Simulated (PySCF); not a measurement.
Compound: C₃H₆PSi (charge -1).
Geometry (PBE0-D3(BJ)/def2-SVP, Å), atoms numbered from 1 in this order:
```xyz
11
C3H6PSi angstrom
C      2.6238   -0.9764    0.5318
C      1.7260   -0.2110    0.8940
P      0.5027    0.8995    1.4828
C     -0.4050    1.1773   -0.1740
Si    -1.4859   -0.3233   -0.4083
H      3.3693   -1.6824    0.2237
H      0.2823    1.3576   -1.0178
H     -1.0387    2.0754   -0.0661
H     -0.7176   -1.6054   -0.3715
H     -2.2476   -0.3694   -1.7358
H     -2.5725   -0.3671    0.6272
```

Method: PySCF, PBE0-D3(BJ)/def2-SVP geometry optimisation, gas phase.

Masses are those of the commonest isotopes; rigid-rotor values at the optimised geometry. The values belong to one conformer with, in the numbering `[CH:1]#[C:2][P-:3][CH2:4][SiH3:5]`, C2–P3–C4–Si5 79°.

(1) What are A, B and C (MHz)?

(2) Classify the top.

(3) Is it planar, by Δ = Ic − Ia − Ib?

(4) Give the other two planar moments, Paa and Pbb, and the rms extents of the mass along the axes.

(5) Where do the levels up to J = 3 lie, in MHz?

(6) Which lines would a microwave search look for?

(7) Estimate the classical rotational partition function at 10 K, 200 K and 500 K.

Answers

(1) Ia = 104.33, Ib = 260.02, Ic = 326.65 u·Å²; 505379 MHz·u·Å²/I gives A = 4844, B = 1944, C = 1547 MHz.

(2) An asymmetric top. Ray's parameter κ = (2B − A − C)/(A − C) = -0.760; −1 is the prolate and +1 the oblate limit.

(3) Not planar: Δ = Ic − Ia − Ib = -37.70 u·Å². For a rigid frame Δ = −2 Σ m c², so Σ m c² = 18.85 u·Å² lies off the ab plane: 7.09 from hydrogen and 11.76 from heavier atoms. The atom farthest from that plane is 1.82 Å away.

(4) Paa = Σ m a² = (Ib + Ic − Ia)/2 = 241.17 and Pbb = Σ m b² = (Ia + Ic − Ib)/2 = 85.47 u·Å². With the mass M = 101.00 u, the rms extents √(P/M) along a, b and c are 1.55, 0.92, 0.43 Å.

(5) Above 0(0,0):
J = 1: 1(0,1) 3491, 1(1,1) 6391, 1(1,0) 6788
J = 2: 2(0,2) 10434, 2(1,2) 12977, 2(1,1) 14166, 2(2,1) 22868, 2(2,0) 22906
J = 3: 3(0,3) 20757, 3(1,3) 22832, 3(1,2) 25208, 3(2,2) 33340, 3(2,1) 33527, 3(3,1) 48857, 3(3,0) 48859

(6) The dipole components (about the centre of mass, as the species is charged) are |μa| = 2.04 D, |μb| = 0.78 D, |μc| = 1.12 D. Intensities carry the squares of the components, which stand as 1.00 : 0.15 : 0.30 (a : b : c). Some lines, for components of 0.1 D or more:

```csv
type,branch,"J(Ka,Kc)",MHz,lower level (cm⁻¹)
a,Q,"1(1,0) ← 1(1,1)",396,0.213
c,Q,"2(1,2) ← 2(0,2)",2542,0.348
c,Q,"1(1,1) ← 1(0,1)",2901,0.116
a,R,"1(0,1) ← 0(0,0)",3491,0.000
b,Q,"2(1,1) ← 2(0,2)",3731,0.348
b,R,"2(0,2) ← 1(1,1)",4043,0.213
b,R,"1(1,1) ← 0(0,0)",6391,0.000
a,R,"2(1,2) ← 1(1,1)",6585,0.213
c,R,"1(1,0) ← 0(0,0)",6788,0.000
a,R,"2(0,2) ← 1(0,1)",6944,0.116
a,R,"2(1,1) ← 1(1,0)",7378,0.226
c,Q,"2(2,1) ← 2(1,1)",8702,0.473
b,R,"2(1,2) ← 1(0,1)",9486,0.116
b,Q,"2(2,1) ← 2(1,2)",9891,0.433
c,R,"2(1,1) ← 1(0,1)",10675,0.116
b,R,"2(2,1) ← 1(1,0)",16080,0.226
c,R,"2(2,0) ← 1(1,0)",16118,0.226
b,R,"2(2,0) ← 1(1,1)",16514,0.213
```

(7) Point group C1, symmetry number σ = 1; q = (√π/σ)·√((kT/h)³/(ABC)), k/h = 20836.6 MHz/K: 1400 at 10 K, 125000 at 200 K, 494000 at 500 K.

Not checked by PBE0-D3(BJ)/def2-SVP frequencies. The geometry's basis has no diffuse functions, a weakness for an anion. Constants of a rigid frame at the computed geometry: no zero-point averaging, no centrifugal distortion. A rigid rotor knows nothing of internal rotation, which can split or shift real lines.
